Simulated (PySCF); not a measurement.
Match the calculated data to a structure.

All candidates are C5H6O2.

| technique | computed result |
| --- | --- |
| 1H NMR | chemical shifts (computed TMS as zero) by class: 8.33 (1 H), 6.36 (1 H), 6.05 (1 H), 6.05 (1 H), 5.55 (1 H), 5.47 (1 H) ppm [GIAO PBE0/pcSseg-1] |
| Rotational structure | rotational constants A, B, C: 5.483, 1.937, 1.498 GHz [GFN2-xTB] |
| 13C NMR | chemical shifts (computed TMS as zero) by class: 162.7 (1 C), 157.9 (1 C), 140.3 (1 C), 122.5 (1 C), 114.4 (1 C) ppm [GIAO PBE0/pcSseg-1] |
| UV, first state | lowest singlet excitation: 5.63 eV (220 nm, f = 0.124) [TDDFT wB97X-D/def2-SVPD] |
| Dipole | 2.00 D [wB97X-D/def2-SVPD] |
| Polarisability | 70.2 au [wB97X-D/def2-SVPD] |

Gas-phase values; electronic properties from PySCF, density fitting. Levels stand in brackets. Isolated species at its GFN2-xTB geometry (one conformer only). NMR values are class means; diastereotopic atoms form classes of their own.

Task: Which candidate is it?
A. `C[C@H]1C=CC(=O)O1`
B. `COC1=CCC1=O`
C. `C=CC(=C)OC=O`
D. `OCc1ccoc1`

Result: C. It is `C=CC(=C)OC=O`. Numbering: `[CH2:1]=[CH:2][C:3](=[CH2:4])[O:5][CH:6]=[O:7]`. Its formula, C5H6O2, gives 3 degrees of unsaturation: 0 rings and 3 π bonds in the structure found. 5 carbons fall into 5 classes; from least to most shielded: ester carbonyl carbon [C6] (162.7 ppm), vinylic carbon bearing oxygen [C3] (157.9 ppm), alkene CH carbon [C2] (140.3 ppm), terminal =CH2 carbon [C1] (122.5 ppm), terminal =CH2 carbon [C4] (114.4 ppm). Hydrogen classes from least to most shielded: 1 H on an ester carbonyl carbon, C6 (8.33 ppm), 1 H on an alkene CH carbon, C2 (6.36 ppm), 1 H on a terminal =CH2 carbon, C4 (6.05 ppm), 1 H on a terminal =CH2 carbon, C1 (6.05 ppm), 1 H on a terminal =CH2 carbon, C1 (5.55 ppm), 1 H on a terminal =CH2 carbon, C4 (5.47 ppm). The optimised geometry has point group C1 and is an asymmetric top.

The others, at the same levels:
- `C[C@H]1C=CC(=O)O1` fails: its computed 13C shifts are 175.5 (1 C), 164.9 (1 C), 131.2 (1 C), 81.7 (1 C), 22.6 (1 C) ppm, 1H shifts are 7.49 (1 H), 6.20 (1 H), 5.12 (1 H), 1.40 (3 H) ppm and rotational constant A is 5.783 GHz (against 5.483 GHz).
- `COC1=CCC1=O` fails: its computed 13C shifts are 192.4 (1 C), 161.0 (1 C), 137.7 (1 C), 59.2 (1 C), 42.5 (1 C) ppm, 1H shifts are 7.13 (1 H), 4.09 (3 H), 2.83 (2 H) ppm and rotational constant A is 4.622 GHz (against 5.483 GHz).
- `OCc1ccoc1` fails: its computed 13C shifts are 147.9 (1 C), 147.1 (1 C), 133.7 (1 C), 117.3 (1 C), 61.1 (1 C) ppm, 1H shifts are 7.69 (1 H), 7.52 (1 H), 6.61 (1 H), 4.84 (2 H), 0.22 (1 H) ppm and rotational constant A is 7.111 GHz (against 5.483 GHz).

Each candidate is one conformer, not necessarily the lowest. The conformers computed, where there is a choice (atom-mapped SMILES and torsion angles):
- `[CH2:1]=[CH:2][C:3](=[CH2:4])[O:5][CH:6]=[O:7]`: C1–C2–C3–C4 180°, C2–C3–O5–C6 -148°, C3–O5–C6–O7 1°
- `[CH3:1][O:2][C:3]1=[CH:4][CH2:5][C:6]1=[O:7]`: C1–O2–C3–C4 180°
- `[OH:1][CH2:2][c:3]1[cH:4][cH:5][o:6][cH:7]1`: O1–C2–C3–C4 -86°, H–O1–C2–C3 54°
